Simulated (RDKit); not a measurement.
RDKit input (MMFF94):

```python
from rdkit import Chem
from rdkit.Chem import AllChem, rdDetermineBonds

mol = Chem.MolFromXYZFile('mol.xyz')
rdDetermineBonds.DetermineBonds(mol, charge=0)
print('SMILES', Chem.MolToSmiles(Chem.RemoveHs(mol)))
ff = AllChem.MMFFGetMoleculeForceField(mol, AllChem.MMFFGetMoleculeProperties(mol))
e0 = ff.CalcEnergy()
flag = ff.Minimize(maxIts=5000, forceTol=1e-5)
print(f'energy {e0:.4f} -> {ff.CalcEnergy():.4f} kcal/mol, converged: {flag == 0}')
print(Chem.MolToXYZBlock(mol))
```
mol.xyz:
```
11

C     -1.69173600     0.42004200     0.04355000
C     -0.57242000    -0.54087600    -0.37643400
Si     1.14325100     0.02544300     0.14771300
H     -2.67078800     0.05853400    -0.27751200
H     -1.72509800     0.54115200     1.12840300
H     -1.54811800     1.41150100    -0.39127100
H     -0.74895700    -1.53474700     0.04598500
H     -0.57322500    -0.67053300    -1.46297600
H      1.45450000     1.34800400    -0.45049800
H      1.21284200     0.15957700     1.62455600
H      2.17827000    -0.94469300    -0.28736700
```

Output:

```
SMILES CC[SiH3]
energy -0.7898 -> -1.0640 kcal/mol, converged: True
11

C     -1.693765    0.417289    0.041748
C     -0.559245   -0.515870   -0.360593
Si     1.151512    0.027497    0.149852
H     -2.652687    0.014459   -0.300648
H     -1.747768    0.535436    1.129606
H     -1.569559    1.411872   -0.400618
H     -0.753144   -1.506241    0.067030
H     -0.576505   -0.637523   -1.449720
H      1.472564    1.343891   -0.457920
H      1.229658    0.149299    1.627827
H      2.157459   -0.966705   -0.302416
```

The geometry given is a B3LYP-D3(BJ)/def2-TZVP minimum.
